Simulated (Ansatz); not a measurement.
Computed with Ansatz on PBE0-D4/def2-TZVP structures; ΔE is electronic, products minus reactants. CBS: MP2 limit from def2 TZ/QZ plus the TZ coupled-cluster correction, frozen cores. Functionals use def2-TZVPP. B3LYP here is the variant with VWN-RPA as its local correlation; programs differ in this. Each species was taken in one conformer, which may not be the lowest.

`CCB(O)O` → `BOCCO`  (isomerisation)

```csv
level,ΔE (kcal/mol),difference from CCSD(T)/CBS
r2SCAN-D4,74.0,1.1
ωB97X-V,70.6,-2.3
ωB97M-V,72.8,-0.1
PBE,71.3,-1.6
r2SCAN,74.0,1.1
PBE0,72.8,-0.1
B3LYP,70.6,-2.3
MP2/def2-TZVPP,75.0,2.1
SCS-MP2/def2-TZVPP,71.9,-1.0
CCSD/def2-TZVPP,72.4,-0.5
HF/def2-QZVPP,69.3,-3.6
MP2/def2-QZVPP,75.3,2.4
SCS-MP2/def2-QZVPP,72.3,-0.6
HF/CBS(def2),69.3,-3.6
MP2/CBS(def2),75.5,2.6
CCSD/CBS(def2),73.0,0.1
CCSD(T)/CBS,72.9,0
```

Largest T1 diagnostic among the species: 0.013.

In def2-TZVPP, CCSD(T) changes the Hartree–Fock value by +2.9 kcal/mol (the triples alone add −0.1 kcal/mol) and MP2 by +5.5 kcal/mol. From PBE to PBE0 (25 % exact exchange), in def2-TZVPP and without D4, ΔE moves by +1.5 kcal/mol.
